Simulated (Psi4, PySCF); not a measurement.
Here is a job for Psi4.
```
memory 2 GB

molecule {
1 2
  Br   -0.93076713    2.30195457   -0.78691155
  Sn   -0.00000000    0.00000000    0.00000000
  Br   -1.79287922   -1.84566072   -0.40456481
  Br    0.56929514    0.11573464    2.53910626
  Br    2.15435121   -0.57202850   -1.34762990
}

set basis sto-3g
set reference uks
set scf_type pk
set puream true
set d_convergence 1e-8
set dft_radial_points 99
set dft_spherical_points 590

energy('pbe0')
print_variables()
```

Convert this to an input for PySCF.

Several could match; the one computed here: 
```python
from pyscf import gto, scf, dft

mol = gto.M(
    atom='''
Br   -0.93076713    2.30195457   -0.78691155
Sn   -0.00000000    0.00000000    0.00000000
Br   -1.79287922   -1.84566072   -0.40456481
Br    0.56929514    0.11573464    2.53910626
Br    2.15435121   -0.57202850   -1.34762990
''',
    basis='sto-3g',
    charge=1,
    spin=1,
    verbose=4,
)

mf = dft.UKS(mol)
mf.xc = 'pbe0'
mf.grids.atom_grid = (99, 590)
mf.grids.prune = None
mf.kernel()
```

Both were run: Psi4 gave -16148.128143 Eh and PySCF -16148.128211 Eh, 0.068 mEh apart.
